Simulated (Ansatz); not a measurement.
```yaml
crystal:
  periodic: [false, false, false]
  atoms:
    - {symbol: C, position_ang: [-0.635937, 1.397526, 0.316048]}
    - {symbol: O, position_ang: [-1.570227, 0.327439, 0.169208]}
    - {symbol: Si, position_ang: [-0.966287, -1.210579, 0.300380]}
    - {symbol: C, position_ang: [0.812583, -1.054908, -0.276099]}
    - {symbol: Si, position_ang: [1.006681, 0.809009, -0.458350]}
    - {symbol: H, position_ang: [-0.513728, 1.654907, 1.376144]}
    - {symbol: H, position_ang: [-1.047967, 2.278378, -0.182460]}
    - {symbol: H, position_ang: [-1.819172, -2.092586, -0.533017]}
    - {symbol: H, position_ang: [-1.012131, -1.677507, 1.714601]}
    - {symbol: H, position_ang: [1.510664, -1.462133, 0.458042]}
    - {symbol: H, position_ang: [0.982145, -1.564011, -1.226651]}
    - {symbol: H, position_ang: [2.195725, 1.358370, 0.248478]}
    - {symbol: H, position_ang: [1.078153, 1.201292, -1.891424]}
basis:
  gaussian: {orbitals: def2-TZVPP}
hamiltonian: {xc: {name: PBE}}
output: {forces: true}
```

```sh
$ ansatz run in.yaml --threads 4 --pin off --events-out ev --progress --plain --max-ram 10444MiB
```

Shortened log:

```
Functional definition: PBE
1559 factors; their error is unknown
mean field evaluation 1: about -19981.3711 eV, gradient 8.4e1 eV
mean field evaluation 2: about -19935.4184 eV, gradient 1.6e2 eV
mean field evaluation 4: about -19995.8719 eV, gradient 1.8e1 eV
mean field evaluation 8: about -19996.4761 eV, gradient 2.3e-1 eV
mean field evaluation 16: about -19996.4313 eV, gradient 4.5e-4 eV
mean field -19996.43129855 eV, -734.8552961538 hartree, gradient 5.1e-5 eV, S^2 0.000000; 0 other end points of the search recorded, 0 dependent functions left out
reference -19996.43134733 eV, -734.8552979463 hartree; 28, 28 occupied and 261, 261 virtual orbitals, 1559 factors
Total energy: -19996.43134733 eV, -734.8552979463 hartree
Atom 0 at    -0.635937     1.397526     0.316048 Å, force     0.163291     0.177848     0.028426 eV/Å
Atom 1 at    -1.570227     0.327439     0.169208 Å, force    -0.557833     0.115526    -0.109266 eV/Å
Atom 2 at    -0.966287    -1.210579     0.300380 Å, force     0.090235    -0.357126     0.043609 eV/Å
Atom 3 at     0.812583    -1.054908    -0.276099 Å, force     0.027069    -0.037766    -0.003104 eV/Å
Atom 4 at     1.006681     0.809009    -0.458350 Å, force     0.101885     0.070171    -0.032955 eV/Å
Atom 5 at    -0.513728     1.654907     1.376144 Å, force     0.037507     0.080174     0.226855 eV/Å
Atom 6 at    -1.047967     2.278378    -0.182460 Å, force    -0.083017     0.201769    -0.100438 eV/Å
Atom 7 at    -1.819172    -2.092586    -0.533017 Å, force    -0.109480    -0.095449    -0.089982 eV/Å
Atom 8 at    -1.012131    -1.677507     1.714601 Å, force    -0.003671    -0.067815     0.164883 eV/Å
Atom 9 at     1.510664    -1.462133     0.458042 Å, force     0.142434    -0.083572     0.129387 eV/Å
Atom 10 at     0.982145    -1.564011    -1.226651 Å, force     0.042556    -0.102710    -0.173612 eV/Å
Atom 11 at     2.195725     1.358370     0.248478 Å, force     0.137645     0.057672     0.070610 eV/Å
Atom 12 at     1.078153     1.201292    -1.891424 Å, force     0.011379     0.041278    -0.154414 eV/Å
Dipole moment:     0.253732    -0.014851     0.018964 e Å
```

Run time 3.4 s (4 threads of an Arm Neoverse V1 on a shared host); peak host memory 0.58 GiB.
